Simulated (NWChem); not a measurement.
The numbers come from NWChem runs, not from measurements. System: In, charge 0, spin multiplicity 2. Its SCF solution wasn't tested for a lower state. Level: UMP2/def2-TZVP with def2 effective core potentials on In, 4 core orbitals frozen.

Job file:

```
start mol
memory heap 200 mb stack 900 mb global 1100 mb
geometry units angstroms nocenter noautoz
  In     0.000000     0.000000     0.000000
  symmetry group D2h
end
basis spherical
  * library def2-tzvp
end
ecp
  In library def2-ecp
end
scf
  uhf
  nopen 1
  maxiter 100
  thresh 1e-7
  semidirect memsize 60000000 filesize 0
  # guess.movecs holds the orbitals of an unrestricted PBE0 run
  vectors input guess.movecs output mol.movecs
end
mp2
  freeze core 4
end
task mp2 energy
```

NWChem printed:

```
             Northwest Computational Chemistry Package (NWChem) 7.3.0
             --------------------------------------------------------

                                NWChem Input Module
                                -------------------

 Scaling coordinates for geometry "geometry" by  1.889725989
 (inverse scale =  0.529177249)

                             Geometry "geometry" -> ""
                             -------------------------

 Output coordinates in angstroms (scale by  1.889725989 to convert to a.u.)

  No.       Tag          Charge          X              Y              Z
 ---- ---------------- ---------- -------------- -------------- --------------
    1 In                  49.0000     0.00000000     0.00000000     0.00000000

 Effective nuclear repulsion energy (a.u.)       0.0000000000

            Nuclear Dipole moment (a.u.)
            ----------------------------
        X                 Y               Z
 ---------------- ---------------- ----------------
     0.0000000000     0.0000000000     0.0000000000

      Symmetry information
      --------------------

 Group name             D2h
 Group number             26
 Group order               8
 No. of unique centers     1

      Symmetry unique atoms

     1


 Summary of "ao basis" -> "" (spherical)
 ------------------------------------------------------------------------------
       Tag                 Description            Shells   Functions and Types
 ---------------- ------------------------------  ------  ---------------------
 *                         def2-tzvp                  on all atoms

 Summary of "ao basis" -> "ao basis" (spherical)
 ------------------------------------------------------------------------------
       Tag                 Description            Shells   Functions and Types
 ---------------- ------------------------------  ------  ---------------------
 In                        def2-tzvp                16       50   6s5p3d2f

                                 NWChem SCF Module
                                 -----------------

  ao basis        = "ao basis"
[...]
  AO/Fock/Back tols     =   1.0D-09  1.0D-09  1.0D-09

 GA uses MA = F    GA memory limited = T

 Available:
  local mem=  1.26D+08
 global mem=  1.44D+08
 local disk=  0.00D+00
  mp2_memr nvloc                    39
  nvloc new                    39
   1 passes of   7:        3145728                      18744                   1187797.
   1 passes of   7: M    126143244           G      144174200           F     122997516.

 Semi-direct pass number   1 of   1  for UHF alpha       at        0.3s
  vrange nnbf                  1275
  mp2_eaftype                    10  avail_ma_in_mb                  1099
 EAF : mp2_eaftype filesize          10     593898.
  mp2_eaf for mointskh                     10
Node 0 wrote      2.8 Mb in      0.0 s     Agg I/O rate:  1366.7 Mb/s
 Done moints_semi at        0.8s
  mp2_eaftype                    10  avail_ma_in_mb                  1089
 EAF : mp2_eaftype filesize          10     593898.
  mp2_eaf for kh                    10
 Done maket at        0.8s
 Done multipass loop at        0.8s

 GA uses MA = F    GA memory limited = T

 Available:
  local mem=  1.26D+08
 global mem=  1.44D+08
 local disk=  0.00D+00
  mp2_memr nvloc                    40
  nvloc new                    40
   1 passes of   6:        3145728                      17095                   1044742.
   1 passes of   6: M    126143244           G      144174200           F     122997516.

 Semi-direct pass number   1 of   1  for UHF beta        at        0.8s
  vrange nnbf                  1275
  mp2_eaftype                    10  avail_ma_in_mb                  1099
 EAF : mp2_eaftype filesize          10     522371.
  mp2_eaf for mointskh                     10
Node 0 wrote      2.4 Mb in      0.0 s     Agg I/O rate:  1999.3 Mb/s
 Done moints_semi at        1.3s
  mp2_eaftype                    10  avail_ma_in_mb                  1089
 EAF : mp2_eaftype filesize          10     522371.
  mp2_eaf for kh                    10
 Done maket at        1.3s
 Done multipass loop at        1.3s

          -------------------------------------------
          SCF energy                -189.210033187905
          Correlation energy          -0.248438309617
          Singlet pairs                0.000000000000
          Triplet pairs                0.000000000000
          Total MP2 energy          -189.458471497523
          -------------------------------------------

          ---------------------------------------------------
                    Spin Component Scaled (SCS) MP2
          Same spin pairs                     -0.086495702263
          Same spin scaling factor             0.333333333333
          Opposite spin pairs                 -0.161942607355
          Opposite spin scaling fact.          1.200000000000
          SCS-MP2 correlation energy          -0.223163029580
          Total SCS-MP2 energy              -189.433196217485
          ---------------------------------------------------

 -----------------------
 Performance information
 -----------------------

 Timer overhead =  9.65D-08 seconds/call

               Nr. of calls         CPU time (s)                 Wall time (s)                GFlops
             ---------------    -------------------     ------------------------------   -------------------
Name         Min   Avg   Max    Min     Avg     Max     Min     Avg     Max   Mx/calls   Min     Max     Sum
mp2: moin     2     2     2   0.91    0.91    0.91     0.91    0.91    0.91    0.45      0.0     0.0     0.0
mp2: make     2     2     2   1.86E-2 1.86E-2 1.86E-2  1.86E-2 1.86E-2 1.86E-2 9.31E-3   0.0     0.0     0.0
mp2: tota     1     1     1   0.98    0.98    0.98     0.98    0.98    0.98    0.98      0.0     0.0     0.0

 The average no. of pstat calls per process was 5.00D+00
 with a timing overhead of 4.83D-07s

 Task  times  cpu:        1.3s     wall:        1.3s

 Total times  cpu:        1.3s     wall:        1.3s
```
